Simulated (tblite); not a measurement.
A tight-binding relaxation on `ClC[SiH]1P[SiH2]P1`.

Computed with GFN2-xTB geometry optimisation, gas phase (tblite 0.8.0). Start geometry: from a force field or distance geometry. The input is one job of a driver script: a line of settings, then coordinates in Å.

Command:
```bash
OMP_NUM_THREADS=1 python probes_run.py task.json out
```

Input:
```
{"job": {"kind": "relax", "xc": "GFN2-xTB", "basis": "xTB"}, "charge": 0, "multiplicity": 1}
Cl    -2.523300     1.422500     0.816900
C     -2.270300    -0.072900    -0.116500
Si    -0.557500    -0.780100     0.116900
P      0.779000     0.422200     1.416400
Si     2.387800    -0.245800     0.054500
P      0.806700    -0.157100    -1.518800
H     -2.425300     0.239000    -1.174800
H     -3.059400    -0.784700     0.212500
H     -0.488900    -2.203200     0.451500
H      0.591200     1.854900     1.280300
H      3.487900     0.679800    -0.135700
H      2.722300    -1.631800     0.362900
H      0.545400     1.257700    -1.783800
```

**Question.** What does the run print?

**Answer.** 
```
step      E/eV     max force
  0    -508.75819    3.243
  1    -509.08983    2.242
  2    -509.49270    0.999
  3    -509.60021    0.737
  4    -509.67402    0.742
  5    -509.71885    0.642
  6    -509.76380    0.434
  7    -509.78123    0.375
  8    -509.79150    0.259
  9    -509.79627    0.231
... (116 lines left out)
126    -509.94072    0.030
127    -509.94083    0.025
128    -509.94091    0.025
129    -509.94101    0.022
130    -509.94113    0.019
131    -509.94124    0.019
132    -509.94132    0.014
133    -509.94135    0.013
134    -509.94136    0.010
135    -509.94138    0.009
```

«max force» is the largest atomic force in eV/Å.

**Question.** From which step on does the largest force stay under 0.1 eV/Å, and how much energy is left to gain from there?

**Answer.** From step 96 (0.080 eV/Å), 10.1 meV above the end.

Main results: energy lowered by 27.3 kcal/mol over 135 steps; largest atomic force 0.009 eV/Å at the end.

**Question.** Where do the atoms end?

**Answer.** 0.809 Å rms from the input after alignment:
```
atom  x, y, z in Å
Cl1   -1.6833    1.8727   -0.1884
C2    -2.1423    0.1562   -0.1039
Si3   -0.5653   -0.9238    0.0415
P4     0.7814   -0.3556    1.7706
Si5    2.2571    0.0391    0.0906
P6     0.9237   -0.5988   -1.6334
H7    -2.7035   -0.0696   -1.0059
H8    -2.7921    0.0403    0.7582
H9    -0.9814   -2.3273    0.1209
H10    0.3372    0.9496    1.8640
H11    2.6913    1.4325    0.0141
H12    3.3782   -0.8908    0.2030
H13    0.4946    0.6759   -1.9489
```

**Question.** Estimate the wall time. Hardware: one thread of an Arm Neoverse V1, no GPU, on a shared host.

**Answer.** About 1.3 s.
Labels such as C1 count atoms from 1, the log's own numbers from 0.
